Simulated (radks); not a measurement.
The numbers below are computed, except where a source is named.
Q: Valence configurations of Ge II (all share [Ar]). Code: a radial shooting solver on a logarithmic mesh with Libxc functionals. Model: scalar-relativistic Kohn-Sham, BLYP, spin-polarised, spherical densities, point nucleus; open shells are filled with parallel spins first. Order these by energy: 3d10 4s1 4p2; 3d10 4s1.5 4p1.5; 3d10 4s2 4p1; 3d8 4s2 4p3; 3d9 4s2 4p2; 3d9.5 4s2 4p1.5.

A: From the lowest, in eV above it: 3d10 4s2 4p1 0.000; 3d10 4s1.5 4p1.5 3.771; 3d10 4s1 4p2 7.235; 3d9.5 4s2 4p1.5 14.176; 3d9 4s2 4p2 30.185; 3d8 4s2 4p3 67.940. NIST lists [Ar] 3d10 4s2 4p1 as the ground configuration; this level of theory agrees among the configurations tried. The energies are those of spherical high-spin densities, not of single terms.
